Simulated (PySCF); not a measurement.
C10H12, SMILES C1c2c(cccc2)CCC1, GFN2-xTB optimised geometry.

```
22

C     -0.60     2.92     2.37
C      0.60     2.54     2.96
C      1.18     1.34     2.60
C      0.60     0.51     1.65
C     -0.60     0.90     1.05
C     -1.18     2.10     1.42
C     -1.27     0.05     0.00
C     -0.76    -1.39     0.00
C      0.76    -1.39     0.00
C      1.27    -0.79     1.31
H     -1.06     3.86     2.64
H      1.06     3.17     3.70
H      2.11     1.04     3.06
H     -2.11     2.40     0.96
H     -2.35     0.08     0.15
H     -1.06     0.50    -0.98
H     -1.15    -1.91    -0.88
H     -1.12    -1.90     0.89
H      1.12    -0.79    -0.84
H      1.15    -2.40    -0.12
H      1.06    -1.50     2.12
H      2.35    -0.65     1.27
```

Density from B3LYP/def2-SVP in PySCF at that geometry.

Minimum of the electron density along straight lines between bonded atoms, close to the bond critical point (lines longer than 1.1 times the sum of covalent radii, or with two minima, are not listed):

| bond | length / Å | ρ at the minimum / e bohr⁻³ | ∇²ρ there / e bohr⁻⁵ | position (fraction from the first atom) |
|---|---|---|---|---|
| C1–C2 | 1.385 | 0.314 | -0.82 | 0.50 |
| C2–C3 | 1.381 | 0.316 | -0.82 | 0.50 |
| C3–C4 | 1.391 | 0.311 | -0.80 | 0.50 |
| C4–C5 | 1.392 | 0.310 | -0.78 | 0.50 |
| C1–C6 | 1.381 | 0.316 | -0.82 | 0.50 |
| C5–C6 | 1.391 | 0.311 | -0.80 | 0.50 |
| C5–C7 | 1.505 | 0.256 | -0.60 | 0.51 |
| C7–C8 | 1.524 | 0.247 | -0.57 | 0.50 |
| C8–C9 | 1.523 | 0.248 | -0.57 | 0.50 |
| C4–C10 | 1.505 | 0.256 | -0.60 | 0.51 |
| C9–C10 | 1.524 | 0.247 | -0.57 | 0.50 |
| C1–H11 | 1.080 | 0.283 | -1.07 | 0.63 |
| C2–H12 | 1.080 | 0.283 | -1.07 | 0.63 |
| C3–H13 | 1.081 | 0.283 | -1.06 | 0.62 |
| C6–H14 | 1.081 | 0.283 | -1.06 | 0.62 |
| C7–H15 | 1.093 | 0.276 | -1.00 | 0.62 |
| C7–H16 | 1.096 | 0.274 | -0.98 | 0.62 |
| C8–H17 | 1.092 | 0.277 | -1.00 | 0.62 |
| C8–H18 | 1.092 | 0.276 | -1.00 | 0.62 |
| C9–H19 | 1.092 | 0.276 | -1.00 | 0.62 |
| C9–H20 | 1.092 | 0.277 | -1.00 | 0.62 |
| C10–H21 | 1.096 | 0.274 | -0.98 | 0.62 |
| C10–H22 | 1.093 | 0.276 | -1.00 | 0.62 |
